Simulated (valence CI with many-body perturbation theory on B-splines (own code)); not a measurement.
**Tl LXI: E2, M1 decay**

Method: relativistic CI+MBPT: three valence electrons over a frozen Dirac-Fock core [Ar], a basis of 9 s, 9 p, 10 d, 8 f, 5 g, 3 h, 1 i functions for each j, with the one-electron correlation potential Σ1 (screened to all orders), the two-electron term Σ2, the three-electron term Σ3, Breit, model QED; selected single and double excitations, second order for the rest (own B-spline code, finite nucleus).

No measured spectrum was set against this ion. As an estimate, large intervals hold to a few tenths of a per cent, small ones and those within an open d or f shell to about a per cent. The list stops below the first excitations out of the core. Only levels of the ground parity were solved; by the run's estimate the other parity begins above the list, which can be wrong where configurations are misplaced.

Lines 1 to 32 of 32 in falling wavelength, among levels below 2113700 cm⁻¹, chosen from the decays that carry over 1 % of a level's rate. Wavelengths and rates use the calculated energies. Electric multipoles are in the length gauge, E1 and E2 with the static RPA response of the core. S is in atomic units (e²a₀⁴ for E2 and M2, e²a₀⁶ for E3), for M1 in squared Bohr magnetons. Weak lines are less certain than strong ones. Lines between different terms over intervals too small for the method are left out, as are lines whose strength nearly cancels. The highest levels of a list are the least certain.

Levels are named by their leading jj configuration (3d3/2^4 stands for four electrons in 3d with j = 3/2), which in mixed levels can hold well under half, so a name can repeat and another be missing. Letters in brackets count levels of one name in rising energy.

```
λ vac (Å)                      Upper                      Lower  Type   A (s⁻¹)  S (a.u.)
     1167      (3d3/2^2 3d5/2) J=9/2  (3d3/2^2 3d5/2) J=5/2 [a]    E2  3.82e-04  7.37e-06
     1093      (3d3/2^2 3d5/2) J=7/2  (3d3/2^2 3d5/2) J=5/2 [a]    M1  8.12e+03  3.14e+00
    429.3  (3d3/2^2 3d5/2) J=5/2 [b]      (3d3/2^2 3d5/2) J=7/2    M1  1.47e+04  2.59e-01
    371.6  (3d3/2^2 3d5/2) J=5/2 [b]      (3d3/2^2 3d5/2) J=3/2    M1  4.43e+04  5.05e-01
    308.2  (3d3/2^2 3d5/2) J=5/2 [b]  (3d3/2^2 3d5/2) J=5/2 [a]    M1  1.78e+04  1.16e-01
    146.5      (3d3/2 3d5/2^2) J=3/2  (3d3/2^2 3d5/2) J=5/2 [b]    M1  5.56e+05  2.59e-01
    139.2  (3d3/2 3d5/2^2) J=5/2 [a]  (3d3/2^2 3d5/2) J=5/2 [b]    M1  2.77e+06  1.66e+00
    124.5  (3d3/2 3d5/2^2) J=7/2 [b]  (3d3/2^2 3d5/2) J=5/2 [b]    M1  1.04e+06  5.94e-01
    124.0  (3d3/2 3d5/2^2) J=5/2 [b]  (3d3/2^2 3d5/2) J=5/2 [b]    M1  4.53e+06  1.92e+00
    121.4  (3d3/2 3d5/2^2) J=7/2 [a]      (3d3/2^2 3d5/2) J=7/2    M1  4.46e+06  2.37e+00
    119.2  (3d3/2^2 3d5/2) J=5/2 [a]            (3d3/2^3) J=3/2    M1  1.31e+07  4.94e+00
    115.5      (3d3/2 3d5/2^2) J=9/2      (3d3/2^2 3d5/2) J=7/2    M1  4.80e+06  2.74e+00
    114.7      (3d3/2 3d5/2^2) J=9/2      (3d3/2^2 3d5/2) J=9/2    M1  8.55e+06  4.79e+00
    111.8      (3d3/2^2 3d5/2) J=3/2            (3d3/2^3) J=3/2    M1  1.04e+07  2.15e+00
    110.8      (3d3/2 3d5/2^2) J=3/2      (3d3/2^2 3d5/2) J=1/2    M1  2.70e+06  5.44e-01
    109.3  (3d3/2 3d5/2^2) J=7/2 [a]  (3d3/2^2 3d5/2) J=5/2 [a]    M1  1.80e+07  6.97e+00
    107.6      (3d3/2 3d5/2^2) J=1/2      (3d3/2^2 3d5/2) J=1/2    M1  1.58e+07  1.46e+00
    107.5      (3d3/2^2 3d5/2) J=7/2            (3d3/2^3) J=3/2    E2  2.37e+03  2.42e-04
    106.0      (3d3/2^2 3d5/2) J=1/2            (3d3/2^3) J=3/2    M1  3.83e+06  3.39e-01
    105.1  (3d3/2 3d5/2^2) J=5/2 [a]      (3d3/2^2 3d5/2) J=7/2    M1  7.40e+05  1.91e-01
    105.1      (3d3/2 3d5/2^2) J=3/2      (3d3/2^2 3d5/2) J=3/2    M1  1.54e+07  2.65e+00
    104.7     (3d3/2 3d5/2^2) J=11/2      (3d3/2^2 3d5/2) J=9/2    M1  5.09e+06  2.60e+00
    102.2      (3d3/2 3d5/2^2) J=1/2      (3d3/2^2 3d5/2) J=3/2    M1  1.02e+06  8.09e-02
    101.2  (3d3/2 3d5/2^2) J=5/2 [a]      (3d3/2^2 3d5/2) J=3/2    M1  8.90e+06  2.05e+00
    99.30      (3d3/2 3d5/2^2) J=3/2  (3d3/2^2 3d5/2) J=5/2 [a]    M1  6.78e+06  9.85e-01
    96.53  (3d3/2 3d5/2^2) J=7/2 [b]      (3d3/2^2 3d5/2) J=7/2    M1  2.69e+06  7.18e-01
    96.24  (3d3/2 3d5/2^2) J=5/2 [b]      (3d3/2^2 3d5/2) J=7/2    M1  3.77e+06  7.48e-01
    95.99  (3d3/2 3d5/2^2) J=7/2 [b]      (3d3/2^2 3d5/2) J=9/2    M1  2.28e+06  5.98e-01
    95.88  (3d3/2 3d5/2^2) J=5/2 [a]  (3d3/2^2 3d5/2) J=5/2 [a]    M1  1.61e+06  3.16e-01
    88.69  (3d3/2 3d5/2^2) J=7/2 [b]  (3d3/2^2 3d5/2) J=5/2 [a]    M1  5.25e+05  1.09e-01
    88.45  (3d3/2 3d5/2^2) J=5/2 [b]  (3d3/2^2 3d5/2) J=5/2 [a]    M1  2.17e+05  3.34e-02
    85.97  (3d3/2^2 3d5/2) J=5/2 [b]            (3d3/2^3) J=3/2    M1  9.06e+05  1.28e-01
```
